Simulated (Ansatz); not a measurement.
# A geometry optimisation of BrClH3OSi2+ with B3LYP-D3(BJ)/def2-SVP

The starting geometry of this gas-phase singlet was optimised with GFN2-xTB; its bonds are those of `Cl[SiH+]O[SiH2]Br`.

```
atom    x (Å)    y (Å)    z (Å)
  Br   0.7543   0.9115  -0.9783
  Cl   0.8773  -3.5722   0.2877
   O   0.0750  -0.8603   1.3808
  Si   0.8469  -2.1918   1.6332
  Si  -0.5917   0.5827   0.7032
   H   1.4377  -2.1202   2.9444
   H  -1.9040   0.1509   0.2750
   H  -0.3975   1.5369   1.7712
```

Task: Where would you expect an optimisation with B3LYP-D3(BJ)/def2-SVP to take it?

Result: It keeps its bonds, and is `Cl[SiH+]O[SiH2]Br`.

The energy falls by 0.25 eV over 33 steps:

```json
{"step": "1", "E − E(last) (eV)": "0.248"}
{"step": "5", "E − E(last) (eV)": "0.022"}
{"step": "8", "E − E(last) (eV)": "0.014"}
{"step": "12", "E − E(last) (eV)": "0.007"}
{"step": "15", "E − E(last) (eV)": "0.003"}
{"step": "19", "E − E(last) (eV)": "0.001"}
{"step": "22", "E − E(last) (eV)": "0.000"}
{"step": "26", "E − E(last) (eV)": "0.000"}
{"step": "29", "E − E(last) (eV)": "0.000"}
{"step": "33", "E − E(last) (eV)": "0.000"}
```

Final geometry (Å):

```
atom    x (Å)    y (Å)    z (Å)
  Br   0.2409   0.4528  -1.3453
  Cl   1.8578  -2.9536   0.2266
   O   0.0185  -0.8158   1.5479
  Si   0.8143  -2.1596   1.7095
  Si  -0.5714   0.5956   0.6910
   H   0.7781  -2.8422   3.0055
   H  -2.0357   0.4370   0.7308
   H  -0.0045   1.7234   1.4511
```

No frequencies were run, so the end isn't proven a minimum. Run with Ansatz 0.2.0, 2.4 min on 2 threads of Intel(R) Xeon(R) Platinum 8259CL CPU @ 2.50GHz (Skylake/Cascade Lake), with other jobs on the host.
